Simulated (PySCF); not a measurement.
PBEsol single point of singlet H₃MoN at its PBE0 minimum.

An equivalent PySCF input for this run (the driver started from the density of an earlier step):

```python
from pyscf import gto, scf, dft
mol = gto.M(atom='''
Mo     0.000000     0.155647     0.110110
N     -0.000000    -1.160698    -0.821118
H      1.458859    -0.150832     0.925024
H     -1.458859    -0.150832     0.925024
H     -0.000000     1.308477    -1.137795''',
    basis={'Mo': 'def2-TZVP', 'N': 'def2-TZVP', 'H': 'def2-TZVP'},
    ecp={'Mo': 'def2-TZVP'},
    charge=0, spin=0)
mf = dft.RKS(mol, xc='PBEsol')
mf.grids.atom_grid = (75, 302)
aux = {'Mo': 'def2-universal-JKFIT', 'N': 'def2-universal-JKFIT', 'H': 'def2-universal-JKFIT'}
mf = mf.density_fit(auxbasis=aux)
mf.conv_tol = 1e-08
mf.diis_space = 10
mf.max_cycle = 60
mf.verbose = 4
mf.kernel()
```

Excerpt of the output:

```
init E= -124.357434258833
  HOMO = -0.27462644663683  LUMO = -0.146952014409077  gap/eV = 3.47420
cycle= 1 E= -124.353195734751  delta_E= 0.00424  |g|= 0.191  |ddm|= 0.202
  HOMO = -0.278730130232731  LUMO = -0.112913646437941  gap/eV = 4.51210
cycle= 2 E= -124.159020480261  delta_E= 0.194  |g|= 0.976  |ddm|= 0.545
  HOMO = -0.268067482352247  LUMO = -0.138997543522936  gap/eV = 3.51217
cycle= 3 E= -124.358771075327  delta_E= -0.2  |g|= 0.0876  |ddm|= 0.453
  HOMO = -0.276396163363444  LUMO = -0.143731045731403  gap/eV = 3.61000
cycle= 4 E= -124.360757567458  delta_E= -0.00199  |g|= 0.0189  |ddm|= 0.0751
  HOMO = -0.27517401633316  LUMO = -0.142548400919851  gap/eV = 3.60893
cycle= 5 E= -124.360832940628  delta_E= -7.54e-05  |g|= 0.00722  |ddm|= 0.0167
  HOMO = -0.274925634790193  LUMO = -0.142354075885934  gap/eV = 3.60746
cycle= 6 E= -124.360842821881  delta_E= -9.88e-06  |g|= 0.0021  |ddm|= 0.00398
  HOMO = -0.275001006062594  LUMO = -0.142358843076889  gap/eV = 3.60938
cycle= 7 E= -124.360843734918  delta_E= -9.13e-07  |g|= 0.00017  |ddm|= 0.00103
  HOMO = -0.275000468453953  LUMO = -0.142350672872984  gap/eV = 3.60958
cycle= 8 E= -124.360843740647  delta_E= -5.73e-09  |g|= 2.27e-05  |ddm|= 8.99e-05
  HOMO = -0.274996685782941  LUMO = -0.142352829903265  gap/eV = 3.60942
Extra cycle  E= -124.360843737033  delta_E= 3.61e-09  |g|= 0.000136  |ddm|= 6.99e-05
converged SCF energy = -124.360843737033
```

This run, together with those of the ionised and electron-attached species (not shown), took 5.4 s on 2 threads of a shared Arm Neoverse V2 host, with 89 basis functions; the process peaked at 1.1 GiB.
